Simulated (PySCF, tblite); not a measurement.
Species: C8H13Al.
Geometry (GFN2-xTB, Å), atoms numbered from 1 in this order:
```xyz
22
C8H13Al angstrom
C      1.9583    1.6228   -1.2252
C      1.5939    1.4041    0.0291
C      1.7829    0.1231    0.7618
Al     0.1519   -1.0716    0.7151
C      0.1748   -2.8374    1.6313
C     -1.4975   -0.4940   -0.2848
C     -1.2956    0.1077   -1.6499
C     -1.7452    1.3126   -1.3071
C     -2.0592    0.9174    0.1024
H      1.7839    2.5656   -1.7144
H      2.4441    0.8609   -1.8138
H      1.1065    2.1980    0.5834
H      2.6158   -0.4426    0.3198
H      2.0640    0.3246    1.8045
H      1.1353   -3.0339    2.1197
H     -0.0007   -3.6657    0.9366
H     -0.5955   -2.9235    2.4043
H     -2.2749   -1.2740   -0.2745
H     -0.9140   -0.3129   -2.5653
H     -1.8342    2.2578   -1.8135
H     -3.1152    0.9298    0.3702
H     -1.4899    1.4505    0.8696
```

Jobs on this species (22 atoms, 74 electrons) with PySCF (density fitting) and tblite. Hardware of each: one thread of an Arm Neoverse N1 (shared host). Other jobs ran on the host; a repeat could differ by tens of per cent or more.

```
level and settings                                                                                                work  basis functions  SCF cycles  wall time
     PBE0/pcSseg-1  shieldings, ring-centre shieldings, charges and field gradients, density and orbital grids written              225           ?          ?
          GFN2-xTB                                                                       Hessian by finite differences                –           –      1.9 s
          GFN2-xTB                                                                                   L-BFGS relaxation                –           –      1.4 s
```

Fill in the missing figures.

- PBE0/pcSseg-1; shieldings, ring-centre shieldings, charges and field gradients, density and orbital grids written: 1.7 min, 13 SCF cycles

What do all jobs in the table cost together?

About 1.8 min; the longest takes about 97 % of that, and about 73 times as long as the shortest.
